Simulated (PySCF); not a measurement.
A side-by-side comparison of computed properties.

First species: CH₄BrNSi.
SMILES with atom numbers: `[H]/[N:1]=[CH:2]\[SiH2:3][Br:4]` (hydrogens: H5 on N1; H6 on C2; H7, H8 on Si3)

Structure used (PBE0-D3(BJ)/def2-SVP), in Å, numbered top down from 1:
```xyz
8
CH4BrNSi angstrom
N      1.7864    0.8140    0.4761
C      0.7229    0.1221    0.4581
Si    -1.0626    0.7707    0.4737
Br    -0.9228    2.9948    0.5049
H      1.5618    1.8199    0.4984
H      0.8435   -0.9794    0.4313
H     -1.8040    0.3449   -0.7467
H     -1.7930    0.3138    1.6895
```

Second species: C2H5F5GeOSi.
Numbering: `[F:1][C:2]([F:3])([F:4])[C:5]([F:6])([F:7])[GeH2:8][O:9][SiH3:10]` (hydrogens: H11, H12 on Ge8; H13, H14, H15 on Si10)

Levels: CAM-B3LYP/def2-SVPD for dipole moment, HOMO energy, LUMO energy, HOMO–LUMO gap, static isotropic polarisability and electronic spatial extent ⟨r²⟩ about the centre of nuclear charge; TDDFT CAM-B3LYP/def2-SVPD for lowest singlet excitation; TDA CAM-B3LYP/def2-SVPD for lowest triplet excitation (Tamm–Dancoff); ΔSCF CAM-B3LYP/def2-SVPD for vertical ionisation energy; PBE0-D3(BJ)/def2-SVP for rotational constant A and rotational constant C. Geometries: PBE0-D3(BJ)/def2-SVP. Each species is one conformer at its optimised geometry, gas phase, non-relativistic unless stated. Electronic properties by PySCF.

Dipoles, sizes and rotational constants follow the conformer. The torsions of the flexible species, by atom-mapped SMILES:
- `[H]/[N:1]=[CH:2]\[SiH2:3][Br:4]`: N1–C2–Si3–Br4 1°
- `[F:1][C:2]([F:3])([F:4])[C:5]([F:6])([F:7])[GeH2:8][O:9][SiH3:10]`: F1–C2–C5–F6 -70°, C2–C5–Ge8–O9 47°, C5–Ge8–O9–Si10 74°

Values for the first species:

```
Dipole moment                                                     : 2.15 D
HOMO energy                                                       : -9.05 eV
LUMO energy                                                       : -0.13 eV
HOMO–LUMO gap                                                     : 8.92 eV
Lowest singlet excitation                                         : 4.41 eV
Lowest triplet excitation (Tamm–Dancoff)                          : 3.55 eV
Static isotropic polarisability                                   : 67.1 au
Vertical ionisation energy                                        : 9.96 eV
Electronic spatial extent ⟨r²⟩ about the centre of nuclear charge : 707 bohr²
Rotational constant A                                             : 6.668 GHz
Rotational constant C                                             : 1.576 GHz
```

**Question.** Estimate the same properties for the second species, and the change in each.

**Answer.** 
```json
{"property": "dipole moment", "first": "2.15 D", "second": "2.06 D", "second less first": "-0.09 D"}
{"property": "HOMO energy", "first": "-9.05 eV", "second": "-10.15 eV", "second less first": "-1.10 eV"}
{"property": "LUMO energy", "first": "-0.13 eV", "second": "0.25 eV", "second less first": "+0.38 eV"}
{"property": "HOMO–LUMO gap", "first": "8.92 eV", "second": "10.40 eV", "second less first": "+1.48 eV"}
{"property": "lowest singlet excitation", "first": "4.41 eV", "second": "6.98 eV", "second less first": "+2.57 eV"}
{"property": "lowest triplet excitation (Tamm–Dancoff)", "first": "3.55 eV", "second": "6.60 eV", "second less first": "+3.05 eV"}
{"property": "static isotropic polarisability", "first": "67.1 au", "second": "86.2 au", "second less first": "+19.1 au"}
{"property": "vertical ionisation energy", "first": "9.96 eV", "second": "10.89 eV", "second less first": "+0.93 eV"}
{"property": "electronic spatial extent ⟨r²⟩ about the centre of nuclear charge", "first": "707 bohr²", "second": "2156 bohr²", "second less first": "+1449 bohr²"}
{"property": "rotational constant A", "first": "6.668 GHz", "second": "1.169 GHz", "second less first": "-5.499 GHz"}
{"property": "rotational constant C", "first": "1.576 GHz", "second": "0.521 GHz", "second less first": "-1.055 GHz"}
```

On the first: In wavenumbers S1 is 35600 cm⁻¹ (1 eV = 8065.54 cm⁻¹). S1 lies 4.51 eV below the HOMO–LUMO gap; its leading configuration is HOMO→LUMO, weight 0.97. Relativistic effects, spin–orbit coupling among them, are left out although an element past zinc is present.

On the second: The vertical singlet–triplet gap S1 − T1 is 0.38 eV (TDDFT singlet less Tamm–Dancoff triplet; S1: HOMO→LUMO, weight 0.91; T1: HOMO→LUMO, weight 0.86). No computed singlet falls in the visible range (750 to 380 nm, 1.65 to 3.26 eV); S1 lies 3.72 eV above its blue end. Relativistic effects, spin–orbit coupling among them, are left out although an element past zinc is present.
